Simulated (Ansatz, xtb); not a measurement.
**Relative energy of two isomers of C7H9N**

Structure X is `Cc1ccccc1N`, a singlet and structure Y is `Cc1ccnc(C)c1`, a singlet. Both are isolated molecules in the gas phase, relaxed with PBE-D3(BJ)/def2-SVP; the shapes shown needn't be the lowest conformers.

X (Å):

```yaml
atoms:
  - { symbol: C, position_ang: [-2.4134, -0.2422, -0.6045] }
  - { symbol: C, position_ang: [-0.9374, 0.0369, -0.7077] }
  - { symbol: C, position_ang: [-0.3707, 1.2172, -0.1984] }
  - { symbol: C, position_ang: [1.0019, 1.4903, -0.3053] }
  - { symbol: C, position_ang: [1.8333, 0.5547, -0.9401] }
  - { symbol: C, position_ang: [1.2973, -0.6322, -1.4533] }
  - { symbol: C, position_ang: [-0.0853, -0.9097, -1.3481] }
  - { symbol: N, position_ang: [-0.6236, -2.0627, -1.9100] }
  - { symbol: H, position_ang: [-2.8684, -0.4044, -1.6063] }
  - { symbol: H, position_ang: [-2.9499, 0.5946, -0.1188] }
  - { symbol: H, position_ang: [-2.6260, -1.1579, -0.0060] }
  - { symbol: H, position_ang: [-1.0353, 1.9443, 0.2960] }
  - { symbol: H, position_ang: [1.4164, 2.4238, 0.1023] }
  - { symbol: H, position_ang: [2.9133, 0.7458, -1.0357] }
  - { symbol: H, position_ang: [1.9538, -1.3651, -1.9497] }
  - { symbol: H, position_ang: [0.0409, -2.8095, -2.1152] }
  - { symbol: H, position_ang: [-1.4911, -2.4080, -1.4985] }
```

Y (Å):

```xyz
17

C    -2.6550   -0.2410    0.0587
C    -1.2465    0.0658   -0.3773
C    -0.6265    1.2882   -0.0431
C     0.6810    1.5273   -0.4815
C     0.8242   -0.5140   -1.5391
C     1.6444   -1.4800   -2.3572
C    -0.4909   -0.8394   -1.1391
N     1.4000    0.6582   -1.2117
H    -2.9472   -1.2780   -0.1952
H    -2.7746   -0.1049    1.1531
H    -3.3785    0.4455   -0.4293
H    -1.1595    2.0446    0.5543
H     1.1817    2.4795   -0.2275
H     1.7914   -2.4401   -1.8201
H     2.6332   -1.0339   -2.5682
H     1.1454   -1.7197   -3.3191
H    -0.9250   -1.8108   -1.4267
```

Question: Estimate E(Y) − E(X) at the level CCSD(T)/def2-SVP + ΔMP2/def2-TZVPP.

Answer: Not settled: CCSD(T)/def2-SVP + ΔMP2/def2-TZVPP gives E(Y) − E(X) = +2.3 kcal/mol, but this leans on the basis-set step: CCSD(T) alone gives −0.3 kcal/mol.

The same difference at several levels:

```tsv
level	geometry	E(Y) − E(X) (kcal/mol)	departure from the last row (kcal/mol)	job, with rough time for the two
GFN2-xTB	GFN2-xTB	−5.8	−8.1	optimisation, 0.13 s
HF/STO-3G	GFN2-xTB	−9.4	−11.7	single point, 0.44 s
r2SCAN-D4/def2-SVP	GFN2-xTB	+3.7	+1.4	single point, 4.6 s
PBE-D3(BJ)/def2-SVP	PBE-D3(BJ)/def2-SVP	+3.4	+1.1	optimisation, 53 s
HF/def2-SVP	PBE-D3(BJ)/def2-SVP	−0.3	−2.6	part of the CCSD(T) run
MP2/def2-SVP	PBE-D3(BJ)/def2-SVP	+1.3	−1.0	part of the CCSD(T) run
CCSD(T)/def2-SVP	PBE-D3(BJ)/def2-SVP	−0.3	−2.6	single point
CCSD(T)/def2-SVP + ΔMP2/def2-TZVPP	PBE-D3(BJ)/def2-SVP	+2.3		single point, 2 min
```

As drawn, Y has 1 C–C, 2 C∷N, 2 C–H in place of 2 C∷C, 1 C–N, 2 N–H (∷ is an aromatic bond).

GFN2-xTB, HF/STO-3G put the two in the other order. HF/def2-SVP, CCSD(T)/def2-SVP find them nearly level. The largest departure from CCSD(T)/def2-SVP + ΔMP2/def2-TZVPP is that of HF/STO-3G, 11.7 kcal/mol. The last row adds to CCSD(T) the change of the MP2 difference between the two basis sets, here +2.6 kcal/mol.

With thermal terms from frequencies at re-optimised GFN2-xTB minima (ideal gas, soft modes damped towards free rotors, one conformer each, 298.15 K, 1 atm): on the last row, ΔE + ΔZPE = +1.6, ΔH = +2.0, ΔG = +0.5 kcal/mol.

The correlated steps freeze 8 core orbitals. Run with Ansatz 0.2.0, xtb 6.7.1; the last row on 4 threads of Arm Neoverse V1 on a shared host.
